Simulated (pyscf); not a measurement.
# HN=Ga–NH₂ (SMILES [NH]=[Ga][NH2]), singlet

Gas-phase minimum from PySCF at ωB97X-D3(BJ)/def2-SVP, one conformer. 

SMILES: [Ga](=[NH])[NH2]
```xyz
6

N     -0.0899     0.2752    -1.5614
Ga     0.6241    -0.1950    -0.0921
N      1.6282    -0.3531     1.3814
H     -0.8671    -0.3227    -1.8573
H      2.3520    -1.0591     1.4547
H      1.2779    -0.0769     2.2919
```

Bond lengths (Å): N1–Ga2 1.700, N1–H4 1.024, Ga2–N3 1.790, N3–H5 1.014, N3–H6 1.014. Bond angles (°): Ga2–N1–H4 114.0, N1–Ga2–N3 166.3, Ga2–N3–H5 121.4, Ga2–N3–H6 121.4, H5–N3–H6 111.8.

Properties at ωB97X-D3(BJ)/def2-SVP:

| Item | Value |
|---|---|
| Harmonic wavenumbers, unscaled | 168, 172, 234, 407, 692, 747, 749, 937, 1530, 3565, 3627, 3730 cm⁻¹ |
| Zero-point energy | 23.7 kcal/mol |
| Rotational symmetry number | 1 |
| Entropy of this conformer at 298 K and 1 atm, rigid rotor and harmonic oscillator, modes under 100 cm⁻¹ raised to 100 | 293.5 J/(mol K) |
| Dipole moment | 4.48 D |

Single-point totals, which compare only within one level (frozen core for MP2 and CC):

```
level                   total energy (hartree)
----------------------  ----------------------
ωB97X-D3(BJ)/def2-TZVP             -2036.16455
PBE/def2-TZVP                      -2035.76021
r²SCAN/def2-TZVP                   -2036.10569
B3LYP-D3(BJ)/def2-TZVP             -2036.23480
PBE0-D3(BJ)/def2-TZVP              -2035.79537
M06-2X/def2-TZVP                   -2036.11978
ωB97M-D3(BJ)/def2-TZVP             -2036.22947
HF/def2-TZVPP                      -2033.88971
MP2/def2-TZVPP                     -2034.55383
CCSD/def2-TZVPP                    -2034.54962
CCSD(T)/def2-TZVPP                 -2034.58166
```

Soft torsions are taken as harmonic, which can shift the entropy by several J/(mol K). The CCSD(T) − MP2 part came from Ansatz, without density fitting, on the same reference. The frozen core leaves the outer d or s,p core shells of the metals and heavy elements correlated in the MP2 and CC values, and def2-TZVPP describes them poorly, so these totals are far from the basis limit. Elements up to Kr have no core potential and no relativistic terms here.
